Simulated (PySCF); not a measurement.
These are PBE-D3(BJ)/def2-TZVP // PBE0-D3(BJ)/def2-SVP in PySCF values and carry that method's errors. Isolated molecules, 0 K electronic values unless said otherwise. One relaxed conformer stands for a flexible species; it need not be the lowest. Excitations are Tamm–Dancoff values on a coarser integration grid. The basis has no diffuse functions, so Rydberg states are missing or too high.

Reference species (SMILES): `B[C@@H]1CCC[C@H](C#N)C1` (neutral, multiplicity 1).

The HOMO–LUMO gap is 5.21 eV, the LUMO is -1.90 eV and the T1 excitation (TDA) is 4.84 eV. The S1–T1 gap (TDA) is 0.55 eV.

Changed species: `C1CCCC(B)(C1)C#N`.

Problem. Give the shifts of the HOMO–LUMO gap, LUMO, T1 excitation (TDA) and S1–T1 gap (TDA).

Solution. the HOMO–LUMO gap falls by 0.80 eV, to 4.41 eV; the LUMO falls by 1.10 eV, to -3.00 eV; the T1 excitation (TDA) drops by 0.81 eV, to 4.03 eV; the S1–T1 gap (TDA) is nearly the same.
